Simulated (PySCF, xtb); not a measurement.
B(Cl)(NCO)(OMe) (C2H3BClNO2), SMILES COB(Cl)N=C=O.

GFN2-xTB run with xtb at its own geometry gives an orbital gap of 4.84 eV and a dipole moment of 3.71 D.

Geometry: r2SCAN-D4/def2-SVP. This is a generated structure with no PubChem entry under its InChIKey; it may be hypothetical. One conformer was computed; it need not be the lowest.

### Question
What does PBE/def2-TZVP run with PySCF give? (Estimate from the structure and the level; the computed values follow.)

### Answer
gap 5.71 eV (levels -7.41 and -1.70 eV), dipole 2.49 D.
